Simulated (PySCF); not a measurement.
Polarisability and C₆ of C⁻ (carbon, charge -1)

[He] 2s2 2p3, high-spin 4S determinant. All numbers are calculated (PySCF 2.14, no relativity, point nucleus, in aug-cc-pVQZ with one added diffuse shell each of s, p, d, f, g type (7s6p5d4f3g, 105 functions)). Coupled (time-dependent) response in atomic units; α is the mean over directions.

| method | mean α (bohr³) | C₆ (like pair) | S(−4) |
| --- | --- | --- | --- |
| UHF | 49.30 | 341.6 | 2489 |

S(−4) is the Cauchy moment in α(ω) = α(0) + S(−4) ω² + …

α(iu) at UHF:

| u (hartree) | α(iu) (bohr³) |
| --- | --- |
| 0 | 49.30 |
| 0.0500 | 44.16 |
| 0.100 | 35.33 |
| 0.200 | 22.69 |
| 0.300 | 15.66 |
| 0.500 | 8.709 |
| 0.750 | 5.008 |
| 1.00 | 3.249 |
| 1.50 | 1.683 |
| 2.00 | 1.027 |
| 3.00 | 0.4983 |
| 5.00 | 0.1953 |

A single London oscillator, α(iu) = α/(1 + u²/ω²), gives C₆ = (3/4) ω α². Matching the computed C₆ needs ω = 4 × 341.6 / (3 × 49.30²) = 0.187 hartree.

For an ion, C₆ is the dispersion term alone; charge-induced terms of lower order in 1/R come first.
